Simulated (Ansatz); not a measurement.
Relaxation of a periodic cell of 17 atoms, CuSi16 (host Si, host structure diamond, interstitial Cu), cell charge +1, to a largest force component of 0.03 eV/Å in at most 60 steps.

Level of theory: Ansatz 0.2.0, DFT PBE, scalar-relativistic, plane waves, PAW. Settings: PAW set soft_1, cutoff 420 eV, k mesh 2x2x2, fermi-dirac smearing 0.05 eV, no spin polarisation.

```xyz
17
Lattice="0.0000 5.4300 5.4300 5.4300 0.0000 5.4300 5.4300 5.4300 0.0000" Properties=species:S:1:pos:R:3
Si 0.000 0.000 0.000
Si 1.357 1.357 1.357
Si 2.715 2.715 0.000
Si 4.072 4.072 1.357
Si 2.715 0.000 2.715
Si 4.072 1.357 4.072
Si 5.430 2.715 2.715
Si 6.787 4.072 4.072
Si 0.000 2.715 2.715
Si 1.357 4.072 4.072
Si 2.715 5.430 2.715
Si 4.072 6.787 4.072
Si 2.715 2.715 5.430
Si 4.072 4.072 6.787
Si 5.430 5.430 5.430
Si 6.787 6.787 6.787
Cu 8.222 8.133 8.184
```

**Question.** Where does it end, and by what steps?

**Answer.** The forces met the threshold. Limits of this set-up: a small cell, in which the defect meets its images, charged cell in a uniform background, uncorrected. After 6 steps the energy has fallen by 0.138 eV; Si12 moved furthest, 0.24 Å.

| step | energy less start (eV) | largest force component (eV/Å) | accepted |
| --- | --- | --- | --- |
| 0 | 0.0000 | 0.750 | yes |
| 1 | -0.1047 | 0.261 | yes |
| 2 | -0.1163 | 0.058 | yes |
| 3 | -0.1254 | 0.097 | yes |
| 4 | -0.1302 | 0.127 | yes |
| 5 | -0.1367 | 0.047 | yes |
| 6 | -0.1379 | 0.022 | yes |

```xyz
17
Lattice="0.0000 5.4300 5.4300 5.4300 0.0000 5.4300 5.4300 5.4300 0.0000" Properties=species:S:1:pos:R:3
Si -0.052 0.051 -0.057
Si 1.301 1.384 1.296
Si 2.757 2.676 0.000
Si 4.046 4.132 1.300
Si 2.672 0.063 2.670
Si 4.028 1.406 4.021
Si 5.372 2.762 2.671
Si 6.786 4.080 4.021
Si 0.004 2.672 2.755
Si 1.304 4.133 4.040
Si 2.759 5.435 2.754
Si 4.214 6.653 4.209
Si 2.675 2.760 5.364
Si 4.019 4.071 6.788
Si 5.553 5.309 5.560
Si 6.791 6.848 6.785
Cu 8.294 7.999 8.307
```

The run took 41 s on 1 thread of Arm Neoverse V2, on a shared host, peak memory 0.55 GiB.
